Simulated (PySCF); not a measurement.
From one molecule to another.

First species: 2,5-difluoropyridine, C₅H₃F₂N.
InChI=1S/C5H3F2N/c6-4-1-2-5(7)8-3-4/h1-3H

Second species: C7H5ClO4.
SMILES: `c1(oc(cc1)C(OC)=O)C(Cl)=O`

Levels: PBE0/pcSseg-1 for dipole moment, HOMO energy, LUMO energy and HOMO–LUMO gap; GFN2-xTB for rotational constant A and rotational constant C. Geometries: GFN2-xTB. All species are isolated and taken at one optimised geometry, non-relativistic unless stated; the electronic structure was computed with PySCF and density fitting.

Dipoles, sizes and rotational constants follow the conformer. The torsions of the flexible species, by atom-mapped SMILES:
- `[CH3:1][O:2][C:3](=[O:4])[c:5]1[cH:6][cH:7][c:8]([C:9](=[O:10])[Cl:11])[o:12]1`: C1–O2–C3–O4 0°, O2–C3–C5–C6 180°, C7–C8–C9–O10 0°

Values for the first species:

* Dipole moment: 2.39 D
* HOMO energy: -7.70 eV
* LUMO energy: -1.45 eV
* HOMO–LUMO gap: 6.25 eV
* Rotational constant A: 5.878 GHz
* Rotational constant C: 1.184 GHz

(1) Estimate the same properties for the second species, and the change in each.

## Answers

(1) 
```csv
property,first,second,second less first
dipole moment,2.39 D,2.67 D,+0.28 D
HOMO energy,-7.70 eV,-7.89 eV,-0.19 eV
LUMO energy,-1.45 eV,-2.74 eV,-1.29 eV
HOMO–LUMO gap,6.25 eV,5.15 eV,-1.10 eV
rotational constant A,5.878 GHz,1.590 GHz,-4.288 GHz
rotational constant C,1.184 GHz,0.365 GHz,-0.819 GHz
```

On the first: The dipole equals about 8.0 × 10⁻³⁰ C·m (1 D = 3.33564 × 10⁻³⁰ C·m).

On the second: The dipole equals about 8.9 × 10⁻³⁰ C·m (1 D = 3.33564 × 10⁻³⁰ C·m).
